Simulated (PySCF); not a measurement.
## Electronic structure of Se⁺ (selenium, charge +1) at the MN15 level

Configuration: [Ar] 3d10 4s2 4p3, high-spin 4S determinant. Computed with PySCF 2.14 in aug-cc-pVDZ-DK (6s5p3d, 36 functions), with scalar relativity by spin-free X2C-1e.

```json
{
  "Total energy": "-2430.934 hartree",
  "One-electron energy": "-3364.811 hartree",
  "Hartree (Coulomb) energy": "1023.746 hartree",
  "Exchange-correlation energy": "-89.868 hartree",
  "⟨S²⟩": "3.7503",
  "⟨L²⟩": "0.000",
  "Sum of ⟨r⟩": "22.31 bohr",
  "Sum of ⟨r²⟩": "30.85 bohr²",
  "Langevin diamagnetic susceptibility": "-24.4 ×10⁻⁶ cm³/mol",
  "Time after the integrals": "0.68 s of wall time on 1 thread of Neoverse-V2 (shared host)"
}
```

```csv
shell,electrons,mean orbital energy (hartree),"rms radius, mean of both spins (bohr)"
1s α,1,-459.49653,0.0508
1s β,1,-459.49309,0.0508
2s α,1,-58.93240,0.213
2s β,1,-58.91850,0.213
2p α,3,-52.48744,0.189
2p β,3,-52.48240,0.189
3s β,1,-8.12108,0.622
3s α,1,-8.12035,0.622
3p α,3,-6.10818,0.642
3p β,3,-6.10409,0.642
3d α,5,-2.51773,0.703
3d β,5,-2.51129,0.703
4s α,1,-1.12434,1.89
4s β,1,-0.98091,1.89
4p α,3,-0.67867,2.25
```

Densities and radii are taken from the X2C orbitals without a picture-change correction, which distorts them close to the nucleus.
